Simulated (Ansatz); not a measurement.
Born–Oppenheimer molecular dynamics of BF₂H₄N (8 atoms, charge 0, multiplicity 1). It starts at the highest image of a converged band, a first-order saddle point between two minima.

The calculation used Ansatz, RKS PBE0-D4/def2-SVP.

| Quantity | Value |
| --- | --- |
| ensemble | NVE (velocity Verlet) |
| time step | 0.5 fs |
| steps asked | 200 |
| starting velocities drawn for | 300 K |
| seed | 11481 |

First frame:

```xyz
8
Properties=species:S:1:pos:R:3
B -0.029 0.099 0.251
N -0.013 0.084 1.763
H -0.784 -0.386 2.226
H 0.877 -0.175 2.183
F 1.170 -0.038 -0.327
H -1.021 -0.277 -0.324
F -0.251 1.867 0.397
H -0.181 1.424 1.369
```

Question: How far do the bonds stretch over the last three quarters of this one trajectory? (Pairs bonded in most of those frames.)

Answer: 
```csv
bond,mean (Å),spread (Å),shortest,longest
B1–N2,1.411,0.024,1.37,1.46
B1–F5,1.330,0.023,1.29,1.37
B1–H6,1.207,0.019,1.18,1.24
N2–H3,1.012,0.008,1.00,1.03
N2–H4,1.015,0.006,1.00,1.03
F7–H8,0.934,0.018,0.90,0.97
```

Mean temperature of the second half: 477 K. The conserved energy stayed within 0.098 meV per atom of its start (net change 0.049 meV per atom), so the integration is sound. The kinetic energy rose, since the run started high on the potential surface and went downhill. It ends in pieces (BFH3N + FH), so much of that is their flight and rotation, not heat. A run of 0.1 ps of so small a system gives no equilibrium averages. The orbitals stay closed-shell, which can raise the energy where a bond breaks towards radicals; this wasn't checked here.

Run time: 7.4 min on 1 thread of Arm Neoverse V2, with other jobs on the host, peak memory 0.16 GiB.
